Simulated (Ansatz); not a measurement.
The cluster AgSe₂. Charge 0, multiplicity 2. Geometry B3LYP-D4/def2-TZVP, basis def2-TZVP, Ansatz.

```
atom   x (Å)   y (Å)   z (Å)
 Ag1   1.322  -0.010  -1.505
 Se2  -1.786  -0.028   0.670
 Se3   0.464   0.038   0.835
```

```
run  HOMO (eV)  LUMO (eV)
  A      -7.89      -1.14
  B      -7.50      -1.51
  C      -5.69      -3.26
  D      -6.80      -2.30
  E      -5.01      -4.29
```

In the def2 sets Ag takes a core potential; there is no spin–orbit coupling. LC-ωPBE has ω = 0.4 bohr⁻¹. The structure comes from a short search, and lower isomers may exist.

HOMO and LUMO are taken over both spins.

Q: The runs used CAM-B3LYP, LC-ωPBE, PBE, PBE0, ωB97M-V. Estimate which is which.

A: A LC-ωPBE (range-separated); B ωB97M-V (range-separated); C PBE0 (25 % exact exchange); D CAM-B3LYP (range-separated); E PBE (0 % exact exchange). Exact exchange lowers occupied and raises empty levels; among semilocal functionals meta-GGAs tend to open the gap a little, and such runs are hard to tell apart. The gap grows from 0.72 eV (PBE) to 6.75 eV (LC-ωPBE).
